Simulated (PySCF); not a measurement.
# Hartree-Fock beside MP2: AlBH3O

Calculated results; nothing here was measured. The program is PySCF 2.14.0, an open-source quantum chemistry code, run on an isolated molecule that a program drew, which may never have been made. The molecule is AlBH3O (charge 0, doublet), drawn as the SMILES string `O[B][AlH2]`.

The geometry was optimised and harmonic frequencies were computed with HF and MP2, all in the cc-pV(D+d)Z basis, for the commonest isotopes, with a restricted reference for singlets and an unrestricted one otherwise, and a frozen core in MP2. Each result is a local minimum of its method.

Geometry at the HF minimum:
```xyz
6
AlBH3O, angstrom
O     0.7306    2.4464    2.5158
B     0.9138    1.7118    1.4438
Al    1.1696    0.6033   -0.2435
H     1.1787    2.1506    3.2992
H     2.3742    0.9676   -1.1974
H     0.1608   -0.5809   -0.5153
```

Lengths of the bonds as drawn, in Å (atoms numbered as above):
```
  bond     HF    MP2
 O1-B2  1.312  1.325
B2-Al3  2.035  2.040
 O1-H4  0.950  0.972
Al3-H5  1.579  1.578
Al3-H6  1.579  1.578
```

Rotational constants, in GHz:
| constant | HF | MP2 |
|---|---|---|
| A | 110.2 | 107.8 |
| B | 3.784 | 3.753 |
| C | 3.694 | 3.666 |

Harmonic frequencies in cm^-1, each column in rising order, so a row needn't be the same motion in every method:
| rank | HF | MP2 |
|---|---|---|
| 1 | 177 | 203 |
| 2 | 255 | 235 |
| 3 | 481 | 470 |
| 4 | 504 | 483 |
| 5 | 522 | 490 |
| 6 | 548 | 521 |
| 7 | 800 | ? |
| 8 | 1034 | 944 |
| 9 | 1519 | 1478 |
| 10 | 1988 | 1969 |
| 11 | 1991 | 1978 |
| 12 | 4088 | 3780 |

**Estimate the missing MP2 frequency from the HF column.**

A single factor s that minimises the squared misfit of MP2 against s times HF over the other rows is sum(HF x MP2) / sum(HF^2) = 0.9477, with an rms misfit of 51 cm^-1. For rank 7 it gives 0.9477 x 800 = 758 cm^-1. The calculation gives 757 cm^-1, 1 cm^-1 below the estimate. The drawn bonds are on average 0.7 % longer in MP2 than in HF.
